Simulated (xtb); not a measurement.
Br$_{2}$Pb (SMILES [Br][Pb][Br]), singlet, at a GFN2-xTB geometry (such geometries of metal compounds can be far from the true shape), atoms displaced at random by about 0.05 Å a coordinate. Base run: GFN2-xTB (xtb).

Input for xtb:
```
$ xtb mol.xyz --gfn 2 --opt --json

# file mol.xyz
3

Pb    -0.04693857     0.04091986     0.70387958
Br     1.10454836    -1.65565360    -0.95664736
Br    -1.13322657     1.63707534    -0.90052422
```

Variants of this job, named by their change:

```json
[
 {"change": "base", "ΔE vs base (kcal/mol)": "0.000", "optimiser steps": "8"},
 {"change": "opt level = crude", "ΔE vs base (kcal/mol)": "0.004", "optimiser steps": "6"},
 {"change": "opt level = loose", "ΔE vs base (kcal/mol)": "0.004", "optimiser steps": "6"},
 {"change": "opt level = extreme", "ΔE vs base (kcal/mol)": "0.000", "optimiser steps": "9"},
 {"change": "opt level = vtight", "ΔE vs base (kcal/mol)": "0.000", "optimiser steps": "9"},
 {"change": "alpb = toluene", "ΔE vs base (kcal/mol)": "-6.66", "optimiser steps": "7"},
 {"change": "opt level = sloppy", "ΔE vs base (kcal/mol)": "0.004", "optimiser steps": "6"},
 {"change": "engine = inertial", "ΔE vs base (kcal/mol)": "0.003", "optimiser steps": "-"},
 {"change": "opt level = lax", "ΔE vs base (kcal/mol)": "0.000", "optimiser steps": "7"},
 {"change": "opt level = tight", "ΔE vs base (kcal/mol)": "0.000", "optimiser steps": "8"}
]
```
